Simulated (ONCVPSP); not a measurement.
Configuration tests for iodine (ONCV)

I, optimised norm-conserving Vanderbilt (ONCV), made with ONCVPSP 4.0.1 (PBE, scalar-relativistic). Core [Ar] 3d10, reference 4s2 4p6 4d10 5s2 5p5. Waves: 4s+5s: rc 1.05 bohr, ncon 4, nbas 8, qcut 10.7 1/bohr, 2 projectors; 4p+5p: rc 1.25 bohr, ncon 5, nbas 9, qcut 13.5 1/bohr, 2 projectors; 4d: rc 0.95 bohr, ncon 4, nbas 9, qcut 10.2 1/bohr, 2 projectors, debl 2.2 Ha. Local part: polynomial inside 0.65 bohr (lpopt 3, dvloc0 0 Ha). Core correction: Teter function, fcfact 2.25, rcfact 1.5.

Energies are relative to the spin-unpolarised reference configuration 4s2 4p6 4d10 5s2 5p5; without spin polarisation the order of configurations can differ from experiment.

```json
{"valence configuration": "4s2 4p6 4d10 5s2 5p4", "charge": "+1", "ΔE all-electron (eV)": "11.131", "error AE − PS (meV)": "-2.4"}
{"valence configuration": "4s2 4p6 4d10 5s2 5p2", "charge": "+3", "ΔE all-electron (eV)": "60.307", "error AE − PS (meV)": "-14"}
```

Question: What are ΔE and the potential's error for 4s2 4p6 4d10 5s2 5p3?

Answer: ΔE = 30.978 eV all-electron; the error (AE − PS) is -6.9 meV.

Question: What are ΔE and the potential's error for 4s2 4p6 4d9 5s2 5p5?

Answer: ΔE = 58.246 eV all-electron; the error (AE − PS) is -6.6 meV.
